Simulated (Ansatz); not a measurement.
`C[CH2][Sn][Br]` + H–F → `C[CH2][Sn][F]` + HBr at 298.15 K and 1 bar (ligand exchange at the Sn–Br bond).

Calculated with Ansatz (gas phase, PBE0-D4/def2-TZVP geometries, no zero-point term in ΔE). CBS: MP2 limit from def2 TZ/QZ plus the TZ coupled-cluster correction, frozen cores. This one scheme is used for every species. Elements past krypton have def2 core potentials. For Br, Sn outer-core shells are correlated without core-valence functions, which leaves a few kJ/mol of doubt a bond. Scalar relativity is left out up to krypton. Each species was taken in one conformer, which may not be the lowest.

```csv
species,CCSD(T)/CBS energy (Eh),H − E (kJ/mol),S (J/(mol·K))
`C[CH2][Sn][Br]`,-2866.51200,189.8,367.2
H–F,-100.39570,33.5,173.6
`C[CH2][Sn][F]`,-392.96747,190.6,345.7
HBr,-2573.91920,24.6,198.6
```

H − E and S are ideal-gas, rigid-rotor, harmonic terms from PBE0-D4/def2-TZVP, for one conformer and one mirror image of each species. 1 Eh = 2625.50 kJ/mol, R = 8.31446 J/(mol·K).

Q: By hand: ΔE, ΔH, ΔS and ΔG.

A: ΔE = (-392.96747) + (-2573.91920) − (-2866.51200) − (-100.39570) = 0.02103 Eh = 55.2 kJ/mol. Δ(H − E) = 190.6 + 24.6 − 189.8 − 33.5 = -8.1, so ΔH = 47.1 kJ/mol. ΔS = 345.7 + 198.6 − 367.2 − 173.6 = 3.5 J/(mol·K). ΔG = 47.1 − 298.15 × (3.5)/1000 = 46.1 kJ/mol.

Q: By hand: the equilibrium constant, and the temperature at which ΔG would vanish if ΔH and ΔS stayed fixed.

A: log₁₀ K = −ΔG/(RT ln 10) = -8.1. ΔG = 0 at ΔH/ΔS = 13457 K, far beyond where these terms or the molecules hold.

The number of gas molecules stays the same, so ΔS is small and ΔH decides. A doubt of 5 kJ/mol in ΔE shifts log₁₀ K by 0.9 here. Other conformers and mirror images would add mixing entropy, several J/(mol·K) or more a flexible species. Modes under 60 cm⁻¹, often nearly free rotors, make the harmonic entropy too high. These are equilibria of isolated gas molecules and say nothing of rates. Largest T1 diagnostic: 0.015 (customary marks: 0.02 for closed shells, 0.045 for open ones).
